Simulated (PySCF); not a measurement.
Antimony: a sound run and one with changed settings

Sound run: Sb [Kr] 4d10 5s2 5p3, Sb⁺ [Kr] 4d10 5s2 5p2. All numbers are calculated (PySCF 2.14, scalar relativity through the core potential, in def2-SVP with the def2 core potential (28 electrons)). The sound run starts from symmetry-adapted Hartree-Fock orbitals and uses a fine grid where one is needed.

Changed run: initial guess minao, at most 5 SCF cycles. This setting is unsound on purpose.

| species | method | sound run (hartree) | changed run (hartree) | converged |
| --- | --- | --- | --- | --- |
| Sb | UHF | -239.27335 | -239.27335 | no |
| Sb | M06-L | -240.35957 | -240.35956 | no |
| Sb | MN15 | -239.65810 | -239.65810 | no |
| Sb⁺ | UHF | -238.95749 | -238.95749 | no |
| Sb⁺ | M06-L | -240.03951 | -240.03951 | no |
| Sb⁺ | MN15 | -239.32671 | -239.32671 | no |

The SCF was stopped early; the energies are upper bounds that still move, and correlated levels were skipped or rest on poor orbitals.
